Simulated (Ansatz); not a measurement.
input.yaml

```yaml
crystal:
  periodic: [false, false, false]
  atoms:
    - { symbol: C, position_ang: [0.329462, -2.297762, 0.215564] }
    - { symbol: Si, position_ang: [-0.491551, -0.891976, -0.718157] }
    - { symbol: O, position_ang: [0.427384, -0.211658, -2.041561] }
    - { symbol: C, position_ang: [0.525544, 1.080252, -1.298583] }
    - { symbol: "N", position_ang: [-0.294019, 0.722402, -0.08927] }
    - { symbol: Si, position_ang: [-0.464075, 1.658625, 1.354069] }
    - { symbol: F, position_ang: [0.855909, 1.515887, 2.32074] }
    - { symbol: H, position_ang: [0.333584, -3.215884, -0.38598] }
    - { symbol: H, position_ang: [-0.212089, -2.515414, 1.145633] }
    - { symbol: H, position_ang: [1.367653, -2.060451, 0.477203] }
    - { symbol: H, position_ang: [-1.845193, -1.311723, -1.050687] }
    - { symbol: H, position_ang: [1.594861, 1.337041, -1.072209] }
    - { symbol: H, position_ang: [0.102824, 1.927844, -1.899432] }
    - { symbol: H, position_ang: [-0.628107, 3.059101, 1.006644] }
    - { symbol: H, position_ang: [-1.623987, 1.153016, 2.065424] }
basis:
  gaussian: { orbitals: STO-3G }
hamiltonian:
  xc: b3lyp
  dispersion: d4
neb:
  order_check: false
  images: 5
  f_tol: 0.05
  max_iterations: 53
  final_atoms:
    - { symbol: C, position_ang: [-0.0892959, -2.41710773, -0.2220287] }
    - { symbol: Si, position_ang: [-1.00584172, -0.86406745, -0.92663514] }
    - { symbol: O, position_ang: [0.4155905, -0.30381648, -1.94265314] }
    - { symbol: C, position_ang: [0.70715359, 0.82548146, -1.13199461] }
    - { symbol: "N", position_ang: [0.06827085, 0.41931239, 0.24836892] }
    - { symbol: Si, position_ang: [-0.69060489, 1.70221935, 1.27322342] }
    - { symbol: F, position_ang: [0.4713128, 2.73694784, 1.77779301] }
    - { symbol: H, position_ang: [-0.31601987, -3.30799233, -0.82447274] }
    - { symbol: H, position_ang: [-0.42161494, -2.6425899, 0.8022985] }
    - { symbol: H, position_ang: [1.00649091, -2.31851915, -0.20135856] }
    - { symbol: H, position_ang: [0.79970168, -0.11553417, 0.78586312] }
    - { symbol: H, position_ang: [1.80086481, 1.04535528, -1.02466884] }
    - { symbol: H, position_ang: [0.1978734, 1.78969339, -1.41855757] }
    - { symbol: H, position_ang: [-1.66100493, 2.37349464, 0.43479296] }
    - { symbol: H, position_ang: [-1.30467628, 1.02642284, 2.39942738] }
  initial_path:
    images:
      - { positions_ang: [[0.329462, -2.297762, 0.215564], [-0.491551, -0.891976, -0.718157], [0.427384, -0.211658, -2.041561], [0.525544, 1.080252, -1.298583], [-0.294019, 0.722402, -0.08927], [-0.464075, 1.658625, 1.354069], [0.855909, 1.515887, 2.32074], [0.333584, -3.215884, -0.38598], [-0.212089, -2.515414, 1.145633], [1.367653, -2.060451, 0.477203], [-1.845193, -1.311723, -1.050687], [1.594861, 1.337041, -1.072209], [0.102824, 1.927844, -1.899432], [-0.628107, 3.059101, 1.006644], [-1.623987, 1.153016, 2.065424]] }
      - { positions_ang: [[0.23621839, -2.33310202, 0.15874713], [-0.4640549, -0.83245092, -0.69050078], [0.45019126, -0.20245663, -1.9983268], [0.64657845, 1.08528948, -1.27621637], [-0.06151093, 0.66724207, -0.0393302], [-0.50466129, 1.57291088, 1.28855821], [0.66207572, 1.88949684, 2.12039451], [0.12975565, -3.18990949, -0.47520557], [-0.30421461, -2.51753254, 1.10908166], [1.27159967, -2.19994807, 0.39002715], [-1.48089492, -0.86739413, -0.56500026], [1.69572123, 1.34166271, -1.14400234], [0.12778705, 1.9303257, -1.82584367], [-1.02685481, 2.67601527, 0.83580425], [-1.39953596, 0.92915086, 2.14121106]] }
      - { positions_ang: [[0.14297479, -2.36844205, 0.10193026], [-0.43655881, -0.77292583, -0.66284456], [0.47299853, -0.19325526, -1.95509259], [0.76761291, 1.09032696, -1.25384973], [0.17099714, 0.61208215, 0.0106096], [-0.54524759, 1.48719677, 1.22304743], [0.46824245, 2.26310667, 1.92004902], [-0.07407271, -3.16393497, -0.56443113], [-0.39634021, -2.51965108, 1.07253032], [1.17554633, -2.33944514, 0.30285131], [-1.11659683, -0.42306526, -0.07931352], [1.79658146, 1.34628442, -1.21579568], [0.15275009, 1.93280739, -1.75225533], [-1.42560262, 2.29292954, 0.6649645], [-1.17508491, 0.70528571, 2.21699812]] }
      - { positions_ang: [[0.04973118, -2.40378207, 0.04511339], [-0.40906271, -0.71340075, -0.63518835], [0.49580579, -0.18405389, -1.91185839], [0.88864736, 1.09536443, -1.2314831], [0.40350521, 0.55692222, 0.0605494], [-0.58583388, 1.40148265, 1.15753664], [0.27440917, 2.63671651, 1.71970353], [-0.27790106, -3.13796046, -0.6536567], [-0.48846582, -2.52176963, 1.03597898], [1.079493, -2.4789422, 0.21567546], [-0.75229875, 0.02126361, 0.40637321], [1.89744168, 1.35090612, -1.28758902], [0.17771314, 1.93528909, -1.678667], [-1.82435044, 1.9098438, 0.49412476], [-0.95063387, 0.48142057, 2.29278518]] }
      - { positions_ang: [[0.00338882, -2.40822396, -0.04393397], [-0.60798905, -0.76362298, -0.73233728], [0.46906736, -0.22397475, -1.9221233], [0.82814944, 1.00540344, -1.19832027], [0.29176042, 0.51105228, 0.12315591], [-0.62075755, 1.50172822, 1.1960989], [0.34004371, 2.67012695, 1.73906669], [-0.29060733, -3.19463775, -0.71059538], [-0.4661822, -2.56204305, 0.95808549], [1.05515897, -2.42546785, 0.07666412], [-0.23496528, -0.02433565, 0.53286985], [1.86524939, 1.24905584, -1.19994896], [0.18443322, 1.88675719, -1.59196385], [-1.76990193, 2.06439408, 0.47434749], [-1.06864801, 0.66308799, 2.32833258]] }
      - { positions_ang: [[-0.04295354, -2.41266585, -0.13298134], [-0.80691538, -0.81384522, -0.82948621], [0.44232893, -0.26389562, -1.93238822], [0.76765151, 0.91544245, -1.16515744], [0.18001564, 0.46518234, 0.18576242], [-0.65568122, 1.60197378, 1.23466116], [0.40567826, 2.7035374, 1.75842985], [-0.3033136, -3.25131504, -0.76753406], [-0.44389857, -2.60231647, 0.880192], [1.03082494, -2.3719935, -0.06234722], [0.2823682, -0.06993491, 0.65936649], [1.8330571, 1.14720556, -1.1123089], [0.19115331, 1.83822529, -1.50526071], [-1.71545343, 2.21894436, 0.45457022], [-1.18666214, 0.84475542, 2.36387998]] }
      - { positions_ang: [[-0.0892959, -2.41710773, -0.2220287], [-1.00584172, -0.86406745, -0.92663514], [0.4155905, -0.30381648, -1.94265314], [0.70715359, 0.82548146, -1.13199461], [0.06827085, 0.41931239, 0.24836892], [-0.69060489, 1.70221935, 1.27322342], [0.4713128, 2.73694784, 1.77779301], [-0.31601987, -3.30799233, -0.82447274], [-0.42161494, -2.6425899, 0.8022985], [1.00649091, -2.31851915, -0.20135856], [0.79970168, -0.11553417, 0.78586312], [1.80086481, 1.04535528, -1.02466884], [0.1978734, 1.78969339, -1.41855757], [-1.66100493, 2.37349464, 0.43479296], [-1.30467628, 1.02642284, 2.39942738]] }
```

Launched with:

```bash
$ ansatz run input.yaml --threads 1 --pin off --max-ram 2048MiB --backend cpu --events-out ev --progress --plain --runs-dir out
```

Hardware: 1 thread of Arm Neoverse V1, on a shared host.

**Question.** Roughly how long does this run take, and how much memory?

**Answer.** 19 min, with a peak of 0.15 GiB, for 53 band iterations.
